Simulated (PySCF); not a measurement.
## Static response to an electric field

Compound: C₇H₁₀.
Geometry (GFN2-xTB, Å), atoms numbered from 1 in this order:
```
atom  x, y, z in Å
C1     3.422    0.374    0.064
C2     2.030   -0.009   -0.050
C3     0.883   -0.345   -0.149
C4    -0.512   -0.700   -0.251
C5    -1.418    0.290   -1.019
C6    -2.412    0.265    0.151
C7    -1.375   -0.471    1.010
H8     3.587    0.905    1.002
H9     3.698    1.028   -0.764
H10    4.058   -0.511    0.042
H11   -0.603   -1.721   -0.631
H12   -1.792   -0.059   -1.979
H13   -0.943    1.260   -1.155
H14   -2.732    1.237    0.523
H15   -3.294   -0.339   -0.056
H16   -1.721   -1.370    1.517
H17   -0.884    0.178    1.733
```

Level: PBE0/def2-SVPD (PySCF), static field, nuclei fixed, core orbitals frozen in the response. The polarisability tensor in these axes (au):

```
x   110.26   5.23   1.00
y     5.23  65.63  -1.27
z     1.00  -1.27  68.15
```

**Question.** Give the principal values, the mean and the anisotropy Δα = √{½[(α1 − α2)² + (α2 − α3)² + (α1 − α3)²]}.

**Answer.** Principal values 64.50, 68.65 and 110.88 au; mean 81.35 au = 12.05 Å³ = 13.41 × 10⁻⁴⁰ C²·m²/J; Δα = 44.45 au (55 % of the mean).

**Question.** What is the dipole moment?

**Answer.** 0.13 D at this geometry.

**Question.** Estimate the molar refractivity from the static electronic polarisability.

**Answer.** Lorentz–Lorenz: R = (4π/3)N_A α = 2.5225 cm³/(mol·Å³) × 12.05 Å³ = 30.4 cm³/mol, in the limit of long wavelengths.

**Question.** Form Σ f/ω² (atomic units) for the 6 lowest TDDFT singlets, given as eV and f, and set it beside the mean polarisability, which is this sum over all singlets: 6.46, 0.0010; 6.59, 0.0020; 6.60, 0.0155; 6.71, 0.0115; 6.72, 0.0011; 7.24, 0.0641.

**Answer.** They add up to 1.43 au, 1.8 % of the 81.35 au; the largest single term is 0.91 au, from the state at 7.24 eV. Terms in order: 0.02, 0.03, 0.26, 0.19, 0.02, 0.91 au. Higher excitations give the rest. The strengths listed sum to 0.095.

**Question.** Rayleigh depolarisation ratio (linearly polarised light, static tensor)?

**Answer.** ρ = 3Δα²/(45ᾱ² + 4Δα²) = 5927.0/(297771 + 7902.6) = 0.0194.

**Question.** Give the principal axes and the span of the nuclei along them.

**Answer.** Largest value along (0.99, 0.11, 0.02), where the nuclei span 7.28 Å; middle along (0.02, -0.35, 0.94), 3.73 Å; least along (-0.11, 0.93, 0.35), 3.40 Å. The response follows the extents in order.

**Question.** Find the Langevin capture rate constant for H3O+ (19.018 u) meeting this molecule (94.078 u), k = 2.342 × 10⁻⁹ cm³/s × √(α in Å³ / reduced mass in u).

**Answer.** The reduced mass is 15.82 u, so k = 2.04 × 10⁻⁹ cm³/s.

The structure is a single GFN2-xTB conformer in the gas phase; no vibrational or solvent corrections.
